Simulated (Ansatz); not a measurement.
`[BH2][SnH2][BH]F` + NH₃ → `[BH2][SnH2][NH2]` + `BF` at 400 K and 1 bar (cleavage of the Sn–B bond).

Computed with Ansatz on PBE0-D4/def2-TZVP structures; ΔE is electronic, products minus reactants. CBS: MP2 limit from def2 TZ/QZ plus the TZ coupled-cluster correction, frozen cores. This one scheme is used for every species. def2 core potentials past Kr. For Sn outer-core shells are correlated without core-valence functions, which leaves a few kJ/mol of doubt a bond. Each species was taken in one conformer, which may not be the lowest.

```csv
species,CCSD(T)/CBS energy (Eh),H − E (kJ/mol),S (J/(mol·K))
`[BH2][SnH2][BH]F`,-366.39319,159.6,401.5
NH₃,-56.50880,104.2,203.1
`[BH2][SnH2][NH2]`,-297.08243,183.8,366.8
`BF`,-125.82039,73.4,234.2
```

H − E and S are ideal-gas, rigid-rotor, harmonic terms from PBE0-D4/def2-TZVP, for one conformer and one mirror image of each species. 1 Eh = 2625.50 kJ/mol, R = 8.31446 J/(mol·K).

**Question.** By hand: ΔE, ΔH, ΔS and ΔG.

**Answer.** ΔE = (-297.08243) + (-125.82039) − (-366.39319) − (-56.50880) = -0.00083 Eh = -2.2 kJ/mol. Δ(H − E) = 183.8 + 73.4 − 159.6 − 104.2 = -6.6, so ΔH = -8.8 kJ/mol. ΔS = 366.8 + 234.2 − 401.5 − 203.1 = -3.6 J/(mol·K). ΔG = -8.8 − 400 × (-3.6)/1000 = -7.4 kJ/mol.

**Question.** By hand: the equilibrium constant, and the temperature at which ΔG would vanish if ΔH and ΔS stayed fixed.

**Answer.** log₁₀ K = −ΔG/(RT ln 10) = 1.0. ΔG = 0 at ΔH/ΔS = 2444 K, though so small a ΔH makes that figure unsure.

The number of gas molecules stays the same, so ΔS is small and ΔH decides. A doubt of 5 kJ/mol in ΔE shifts log₁₀ K by 0.7 here. Other conformers and mirror images would add mixing entropy, several J/(mol·K) or more a flexible species. Modes under 60 cm⁻¹, often nearly free rotors, make the harmonic entropy too high. These are equilibria of isolated gas molecules and say nothing of rates. Largest T1 diagnostic: 0.015 (customary marks: 0.02 for closed shells, 0.045 for open ones).
